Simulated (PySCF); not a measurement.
C2H7O, charge +1, singlet, at a GFN2-xTB geometry, with bond 8-3 at 2.0 times its length; PySCF with TPSS/STO-3G.

The PySCF input:
```python
from pyscf import gto, scf, dft

mol = gto.M(
    atom='''
C    -0.00223143    1.21625181   -0.23715729
O     0.06253569   -0.00293426    0.54553241
C     0.01855330   -1.21299750   -0.25260614
H     0.03713273    2.06033938    0.44988519
H     0.87422661    1.24376925   -0.88384307
H    -0.90875310    1.26332016   -0.84164350
H     0.07242889   -2.06495723    0.42365030
H    -1.79274548   -1.32275898   -1.46287526
H     0.89528349   -1.21728810   -0.89949420
H    -0.68143921   -0.01335695    1.18350721
''',
    basis='sto-3g',
    charge=1,
    verbose=4,
)

mf = dft.RKS(mol)
mf.xc = 'tpss'
mf.diis_space = 20
mf.kernel()
mf.analyze()
```

It wrote (shortened):

```
PySCF version 2.14.0

[INPUT] verbose = 4
[INPUT] num. atoms = 10
[INPUT] num. electrons = 26
[INPUT] charge = 1
[INPUT] spin (= nelec alpha-beta = 2S) = 0
[INPUT] symmetry False subgroup None
[INPUT] Mole.unit = angstrom
[INPUT] Symbol           X                Y                Z      unit          X                Y                Z       unit  Magmom
[INPUT]  1 C     -0.002231430000   1.216251810000  -0.237157290000 AA   -0.004216791566   2.298382819407  -0.448162326544 Bohr   0.0
[INPUT]  2 O      0.062535690000  -0.002934260000   0.545532410000 AA    0.118175327111  -0.005544947778   1.030906846974 Bohr   0.0
[INPUT]  3 C      0.018553300000  -1.212997500000  -0.252606140000 AA    0.035060655707  -2.292233064782  -0.477356421984 Bohr   0.0
[INPUT]  4 H      0.037132730000   2.060339380000   0.449885190000 AA    0.070170689957   3.893477151856   0.850159796598 Bohr   0.0
[INPUT]  5 H      0.874226610000   1.243769250000  -0.883843070000 AA    1.652048863707   2.350383244656  -1.670221339395 Bohr   0.0
[INPUT]  6 H     -0.908753100000   1.263320160000  -0.841643500000 AA   -1.717294473849   2.387329110042  -1.590475709520 Bohr   0.0
[INPUT]  7 H      0.072428890000  -2.064957230000   0.423650300000 AA    0.136870765606  -3.902203623641   0.800583039590 Bohr   0.0
[INPUT]  8 H     -1.792745480000  -1.322758980000  -1.462875260000 AA   -3.387797968252  -2.499652201009  -2.764433595802 Bohr   0.0
[INPUT]  9 H      0.895283490000  -1.217288100000  -0.899494200000 AA    1.691840599945  -2.300341123692  -1.699797688635 Bohr   0.0
[INPUT] 10 H     -0.681439210000  -0.013356950000   1.183507210000 AA   -1.287733477440  -0.025240977360   2.236504493348 Bohr   0.0

nuclear repulsion = 88.5749244495607
number of shells = 16
number of NR pGTOs = 66
number of NR cGTOs = 22
basis = sto-3g
ecp = {}

******** <class 'pyscf.dft.rks.RKS'> ********
method = RKS
initial guess = minao
damping factor = 0
level_shift factor = 0
DIIS = <class 'pyscf.scf.diis.CDIIS'>
diis_start_cycle = 1
diis_space = 20
diis_damp = 0
SCF conv_tol = 1e-09
SCF conv_tol_grad = None
SCF max_cycles = 50
direct_scf = True
direct_scf_tol = 1e-13
XC library pyscf.dft.libxc version 7.1.2
    S. Lehtola, C. Steigemann, M. J. T. Oliveira, and M. A. L. Marques,  SoftwareX 7, 1–5 (2018)
XC functionals = tpss
    J. Tao, J. P. Perdew, V. N. Staroverov, and G. E. Scuseria,  Phys. Rev. Lett. 91, 146401 (2003)
    J. P. Perdew, J. Tao, V. N. Staroverov, and G. E. Scuseria,  J. Chem. Phys. 120, 6898 (2004)
    J. Tao, J. P. Perdew, V. N. Staroverov, and G. E. Scuseria,  Phys. Rev. Lett. 91, 146401 (2003)
    J. P. Perdew, J. Tao, V. N. Staroverov, and G. E. Scuseria,  J. Chem. Phys. 120, 6898 (2004)
radial grids:
    Treutler-Ahlrichs [JCP 102, 346 (1995); DOI:10.1063/1.469408] (M4) radial grids

becke partition: Becke, JCP 88, 2547 (1988); DOI:10.1063/1.454033
pruning grids: <function nwchem_prune>
grids dens level: 3
symmetrized grids: False
atomic radii adjust function: <function treutler_atomic_radii_adjust>
small_rho_cutoff = 0
Set gradient conv threshold to 3.16228e-05
Initial guess from minao.
tot grids = 110976
init E= -153.615061282169
  HOMO = -0.218112398967953  LUMO = -0.0896422243371104  gap/eV = 3.49585
cycle= 1 E= -153.243436138251  delta_E= 0.372  |g|= 0.214  |ddm|= 3.47
  HOMO = -0.419431341534121  LUMO = -0.258329818721398  gap/eV = 4.38380
cycle= 2 E= -153.144540920232  delta_E= 0.0989  |g|= 0.438  |ddm|= 1.11
  HOMO = -0.399608204216312  LUMO = -0.266248316222373  gap/eV = 3.62891
cycle= 3 E= -153.218320803544  delta_E= -0.0738  |g|= 0.295  |ddm|= 1.31
  HOMO = -0.394077249239987  LUMO = -0.262648927023643  gap/eV = 3.57635
cycle= 4 E= -153.260535634551  delta_E= -0.0422  |g|= 0.0652  |ddm|= 0.415
  HOMO = -0.397695876313858  LUMO = -0.267206485451586  gap/eV = 3.55080
cycle= 5 E= -153.261285007305  delta_E= -0.000749  |g|= 0.0469  |ddm|= 0.0464
  HOMO = -0.399249751280403  LUMO = -0.268623102525407  gap/eV = 3.55453
cycle= 6 E= -153.261982415315  delta_E= -0.000697  |g|= 0.0263  |ddm|= 0.0341
  HOMO = -0.399805622992009  LUMO = -0.269044733268642  gap/eV = 3.55819
cycle= 7 E= -153.262305830788  delta_E= -0.000323  |g|= 0.00626  |ddm|= 0.0333
  HOMO = -0.39972642911134  LUMO = -0.268849352447407  gap/eV = 3.56135
cycle= 8 E= -153.262325416179  delta_E= -1.96e-05  |g|= 0.000876  |ddm|= 0.0124
  HOMO = -0.399739343626983  LUMO = -0.268883350072503  gap/eV = 3.56077
cycle= 9 E= -153.262325728381  delta_E= -3.12e-07  |g|= 0.000458  |ddm|= 0.00242
  HOMO = -0.399732401009941  LUMO = -0.268868532235652  gap/eV = 3.56099
cycle= 10 E= -153.262325838212  delta_E= -1.1e-07  |g|= 1.08e-05  |ddm|= 0.00079
  HOMO = -0.399732630492496  LUMO = -0.268868662211262  gap/eV = 3.56099
cycle= 11 E= -153.262325838268  delta_E= -5.56e-11  |g|= 2.66e-06  |ddm|= 1.38e-05
  HOMO = -0.399732637058651  LUMO = -0.268868416689873  gap/eV = 3.56100
Extra cycle  E= -153.262325838176  delta_E= 9.18e-11  |g|= 1.37e-05  |ddm|= 2.8e-05
converged SCF energy = -153.262325838176
**** SCF Summaries ****
Total Energy =                        -153.262325838176196
Nuclear Repulsion Energy =              88.574924449560697
One-electron Energy =                 -375.327543591493452
Two-electron Energy =                  133.490293303756545
Two-electron Coulomb Energy =          155.055252004799740
DFT Exchange-Correlation Energy =      -21.564958701043185
HOMO-LUMO gap [eV] =                     3.560996816661149
**** MO energy ****
MO #1   energy= -19.1764387112039  occ= 2
MO #2   energy= -10.1626548344305  occ= 2
MO #3   energy= -10.1236263253598  occ= 2
MO #4   energy= -1.32975195763956  occ= 2
MO #5   energy= -0.917934017392574 occ= 2
MO #6   energy= -0.872657915486753 occ= 2
MO #7   energy= -0.747914945347053 occ= 2
MO #8   energy= -0.680611815310951 occ= 2
MO #9   energy= -0.652567006774915 occ= 2
MO #10  energy= -0.590831042036485 occ= 2
MO #11  energy= -0.570096962153143 occ= 2
MO #12  energy= -0.543476041232305 occ= 2
MO #13  energy= -0.399732637058651 occ= 2
MO #14  energy= -0.268868416689873 occ= 0
MO #15  energy= -0.116683272563025 occ= 0
MO #16  energy= -0.0137100768339899 occ= 0
MO #17  energy= -0.00161195592289182 occ= 0
MO #18  energy= 0.166026580348738  occ= 0
MO #19  energy= 0.172493081578764  occ= 0
MO #20  energy= 0.198168989485825  occ= 0
MO #21  energy= 0.20371146626238   occ= 0
 ** Mulliken pop on meta-lowdin orthogonal AOs  **
 ** Mulliken pop  **
pop of  0 C 1s            1.99966
pop of  0 C 2s            1.05987
pop of  0 C 2px           1.12912
pop of  0 C 2py           0.80809
pop of  0 C 2pz           1.00652
pop of  1 O 1s            1.99984
pop of  1 O 2s            1.58500
pop of  1 O 2px           1.62499
pop of  1 O 2py           1.28187
pop of  1 O 2pz           1.40154
pop of  2 C 1s            1.99973
pop of  2 C 2s            1.18910
pop of  2 C 2px           1.07949
pop of  2 C 2py           0.77512
pop of  2 C 2pz           0.96069
pop of  3 H 1s            0.89166
pop of  4 H 1s            0.89003
pop of  5 H 1s            0.90195
pop of  6 H 1s            0.90550
pop of  7 H 1s            0.89564
pop of  8 H 1s            0.90620
pop of  9 H 1s            0.70838
 ** Mulliken atomic charges  **
charge of    0C =     -0.00326
charge of    1O =      0.10675
charge of    2C =     -0.00412
charge of    3H =      0.10834
charge of    4H =      0.10997
charge of    5H =      0.09805
charge of    6H =      0.09450
charge of    7H =      0.10436
charge of    8H =      0.09380
charge of    9H =      0.29162

WARN: System has nonzero charge 1; the dipole moment is origin-dependent.
Location of origin: [0. 0. 0.]

Dipole moment(X, Y, Z, Debye): -1.72545,  0.10162,  0.56793
```
